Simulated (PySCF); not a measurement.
C2H8FNSi, SMILES F[SiH2][C@@H](C)N.

Geometry optimised at PBE0-D3(BJ)/def2-SVP. The structure was generated by enumeration; whether it is a known compound was not checked. Other conformers were not sampled.

These are TDA-PBE/def2-SVPD run with PySCF values and carry that method's errors.

Vertical excitations. 

| state | energy (eV) | λ (nm) | f | main pairs |
|---|---|---|---|---|
| S1 | 5.05 | 246 | 0.007 | HOMO→LUMO 99 % |
| S2 | 5.57 | 223 | 0.021 | HOMO→LUMO+1 99 % |
| S3 | 6.34 | 196 | 0.011 | HOMO→LUMO+2 91 % |
| S4 | 6.42 | 193 | 0.017 | HOMO→LUMO+3 91 % |
| S5 | 6.87 | 180 | 0.001 | HOMO−1→LUMO 89 % |
| S6 | 6.95 | 178 | 0.002 | HOMO→LUMO+4 81 % |
| S7 | 7.07 | 175 | 0.040 | HOMO→LUMO+5 92 % |
| S8 | 7.15 | 173 | 0.046 | HOMO→LUMO+6 96 % |
| S9 | 7.34 | 169 | 0.012 | HOMO−1→LUMO+1 96 % |
| S10 | 7.45 | 166 | 0.011 | HOMO→LUMO+7 97 % |
| T1 | 4.92 | 252 | 0 | HOMO→LUMO 99 % |
| T2 | 5.33 | 233 | 0 | HOMO→LUMO+1 99 % |
| T3 | 6.14 | 202 | 0 | HOMO→LUMO+2 99 % |
| T4 | 6.29 | 197 | 0 | HOMO→LUMO+3 99 % |
Triplets are in the Tamm–Dancoff approximation.
